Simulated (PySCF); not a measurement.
triflic acid (CHF₃O₃S), singlet, at a GFN2-xTB geometry; B3LYP/STO-3G in PySCF.

Input for PySCF:
```python
from pyscf import gto, scf, dft

mol = gto.M(
    atom='''
O     1.41469782   -0.49779905   -1.06169565
S     0.80886675    0.30104012    0.16311669
O     1.27034678   -0.28302073    1.37173556
O     0.90598970    1.68891681   -0.07270317
C    -0.97345522   -0.20872619   -0.06496558
F    -1.73274043    0.25154402    0.91428660
F    -1.43423367    0.23041401   -1.22337302
F    -1.01685156   -1.53813106   -0.06070275
H     1.82502020   -1.32350365   -0.79066498
''',
    basis='sto-3g',
    verbose=4,
)

mf = dft.RKS(mol)
mf.xc = 'b3lyp'
mf.init_guess = 'atom'
mf.kernel()
mf.analyze()
```

It wrote (shortened):

```
PySCF version 2.14.0

[INPUT] verbose = 4
[INPUT] num. atoms = 9
[INPUT] num. electrons = 74
[INPUT] charge = 0
[INPUT] spin (= nelec alpha-beta = 2S) = 0
[INPUT] symmetry False subgroup None
[INPUT] Mole.unit = angstrom
[INPUT] Symbol           X                Y                Z      unit          X                Y                Z       unit  Magmom
[...]
nuclear repulsion = 570.166207188655
number of shells = 27
number of NR pGTOs = 135
number of NR cGTOs = 45
basis = sto-3g
ecp = {}

******** <class 'pyscf.dft.rks.RKS'> ********
method = RKS
initial guess = atom
damping factor = 0
level_shift factor = 0
DIIS = <class 'pyscf.scf.diis.CDIIS'>
diis_start_cycle = 1
diis_space = 8
diis_damp = 0
SCF conv_tol = 1e-09
SCF conv_tol_grad = None
SCF max_cycles = 50
direct_scf = True
direct_scf_tol = 1e-13
XC library pyscf.dft.libxc version 7.1.2
    S. Lehtola, C. Steigemann, M. J. T. Oliveira, and M. A. L. Marques,  SoftwareX 7, 1–5 (2018)
XC functionals = b3lyp
    P. J. Stephens, F. J. Devlin, C. F. Chabalowski, and M. J. Frisch,  J. Phys. Chem. 98, 11623 (1994)
radial grids:
    Treutler-Ahlrichs [JCP 102, 346 (1995); DOI:10.1063/1.469408] (M4) radial grids

becke partition: Becke, JCP 88, 2547 (1988); DOI:10.1063/1.454033
pruning grids: <function nwchem_prune>
grids dens level: 3
symmetrized grids: False
atomic radii adjust function: <function treutler_atomic_radii_adjust>
small_rho_cutoff = 0
Set gradient conv threshold to 3.16228e-05
Initial guess from superposition of atomic densities.
Spherically averaged atomic HF for {'F', 'C', 'O', 'H', 'S'}

******** <class 'pyscf.scf.atom_hf.AtomSphAverageRHF'> ********
method = AtomSphAverageRHF
initial guess = minao
damping factor = 0
level_shift factor = 0
DIIS = <class 'pyscf.scf.diis.CDIIS'>
diis_start_cycle = 1
diis_space = 8
diis_damp = 0
SCF conv_tol = 1e-09
SCF conv_tol_grad = None
SCF max_cycles = 50
direct_scf = True
direct_scf_tol = 1e-13
atom = O
Set gradient conv threshold to 3.16228e-05
Initial guess from minao.
init E= -73.1764948007123
cycle= 1 E= -73.2331923193787  delta_E= -0.0567  |g|=    0  |ddm|= 0.0752
cycle= 2 E= -73.2331923193787  delta_E=    0  |g|=    0  |ddm|= 9.02e-16
Extra cycle  E= -73.2331923193787  delta_E=    0  |g|=    0  |ddm|=    0
Atomic HF for atom  O  converged. SCF energy = -73.2331923193787

******** <class 'pyscf.scf.atom_hf.AtomSphAverageRHF'> ********
method = AtomSphAverageRHF
initial guess = minao
damping factor = 0
level_shift factor = 0
DIIS = <class 'pyscf.scf.diis.CDIIS'>
diis_start_cycle = 1
diis_space = 8
diis_damp = 0
SCF conv_tol = 1e-09
SCF conv_tol_grad = None
SCF max_cycles = 50
direct_scf = True
direct_scf_tol = 1e-13
atom = S
Set gradient conv threshold to 3.16228e-05
Initial guess from minao.
init E= -392.475165763594
cycle= 1 E= -392.767621742061  delta_E= -0.292  |g|=    0  |ddm|= 0.135
cycle= 2 E= -392.767648508034  delta_E= -2.68e-05  |g|=    0  |ddm|= 0.00264
cycle= 3 E= -392.767648513484  delta_E= -5.45e-09  |g|=    0  |ddm|= 3.82e-05
cycle= 4 E= -392.767648513483  delta_E= 1.14e-13  |g|=    0  |ddm|= 1.66e-09
Extra cycle  E= -392.767648513484  delta_E= -1.14e-13  |g|=    0  |ddm|= 1.59e-09
Atomic HF for atom  S  converged. SCF energy = -392.767648513484

******** <class 'pyscf.scf.atom_hf.AtomSphAverageRHF'> ********
method = AtomSphAverageRHF
initial guess = minao
damping factor = 0
level_shift factor = 0
DIIS = <class 'pyscf.scf.diis.CDIIS'>
diis_start_cycle = 1
diis_space = 8
diis_damp = 0
SCF conv_tol = 1e-09
SCF conv_tol_grad = None
SCF max_cycles = 50
direct_scf = True
direct_scf_tol = 1e-13
atom = C
Set gradient conv threshold to 3.16228e-05
Initial guess from minao.
init E= -36.7517431777338
cycle= 1 E= -36.7619269638614  delta_E= -0.0102  |g|=    0  |ddm|= 0.0245
cycle= 2 E= -36.7619269638615  delta_E= -2.13e-14  |g|=    0  |ddm|= 1.91e-15
Extra cycle  E= -36.7619269638615  delta_E=    0  |g|=    0  |ddm|=    0
Atomic HF for atom  C  converged. SCF energy = -36.7619269638615

******** <class 'pyscf.scf.atom_hf.AtomSphAverageRHF'> ********
method = AtomSphAverageRHF
initial guess = minao
damping factor = 0
level_shift factor = 0
DIIS = <class 'pyscf.scf.diis.CDIIS'>
diis_start_cycle = 1
diis_space = 8
diis_damp = 0
SCF conv_tol = 1e-09
SCF conv_tol_grad = None
SCF max_cycles = 50
direct_scf = True
direct_scf_tol = 1e-13
atom = F
Set gradient conv threshold to 3.16228e-05
Initial guess from minao.
init E= -97.5048923082741
cycle= 1 E= -97.6156829230138  delta_E= -0.111  |g|=    0  |ddm|= 0.104
cycle= 2 E= -97.6156829230138  delta_E= 2.84e-14  |g|=    0  |ddm|= 9.42e-16
Extra cycle  E= -97.6156829230138  delta_E=    0  |g|=    0  |ddm|=    0
Atomic HF for atom  F  converged. SCF energy = -97.6156829230138

******** 1 electron system ********
Atomic HF for atom  H  converged. SCF energy = -0.466581849557275

tot grids = 127840
init E= -950.486193854612
[...]
cycle= 1 E= -948.730606848087  delta_E= 1.76  |g|=  1.2  |ddm|= 4.88
[...]
cycle= 2 E= -947.452770019883  delta_E= 1.28  |g|= 2.29  |ddm|= 5.83
[...]
cycle= 3 E= -949.159378752998  delta_E= -1.71  |g|= 0.499  |ddm|= 4.49
[...]
cycle= 4 E= -949.247342629225  delta_E= -0.088  |g|= 0.0869  |ddm|= 0.976
[...]
cycle= 5 E= -949.249386340651  delta_E= -0.00204  |g|= 0.0424  |ddm|= 0.251
[...]
cycle= 6 E= -949.250143736966  delta_E= -0.000757  |g|= 0.00549  |ddm|= 0.0972
[...]
cycle= 7 E= -949.250147767449  delta_E= -4.03e-06  |g|= 0.00465  |ddm|= 0.0155
[...]
cycle= 8 E= -949.250154471199  delta_E= -6.7e-06  |g|= 0.000743  |ddm|= 0.00776
[...]
cycle= 9 E= -949.250154676653  delta_E= -2.05e-07  |g|= 7.46e-05  |ddm|= 0.00153
[...]
cycle= 10 E= -949.250154679179  delta_E= -2.53e-09  |g|= 2.42e-05  |ddm|= 0.000203
[...]
cycle= 11 E= -949.250154679386  delta_E= -2.07e-10  |g|= 3.52e-06  |ddm|= 4.7e-05
[...]
Extra cycle  E= -949.250154679395  delta_E= -8.64e-12  |g|= 4.14e-06  |ddm|= 1.34e-05
converged SCF energy = -949.250154679395
**** SCF Summaries ****
Total Energy =                        -949.250154679395109
Nuclear Repulsion Energy =             570.166207188655335
One-electron Energy =                -2453.310951002994898
Two-electron Energy =                  933.894589134944567
Two-electron Coulomb Energy =         1023.318063778434976
DFT Exchange-Correlation Energy =      -89.423474643490451
HOMO-LUMO gap [eV] =                     7.899410678903521
**** MO energy ****
[...]
 ** Mulliken pop on meta-lowdin orthogonal AOs  **
 ** Mulliken pop  **
 ** Mulliken atomic charges  **
charge of    0O =     -0.35183
charge of    1S =      1.26846
charge of    2O =     -0.50311
charge of    3O =     -0.48188
charge of    4C =      0.08102
charge of    5F =     -0.05078
charge of    6F =     -0.05206
charge of    7F =     -0.06520
charge of    8H =      0.15539
Dipole moment(X, Y, Z, Debye): -0.35453, -1.93465, -0.64911
```
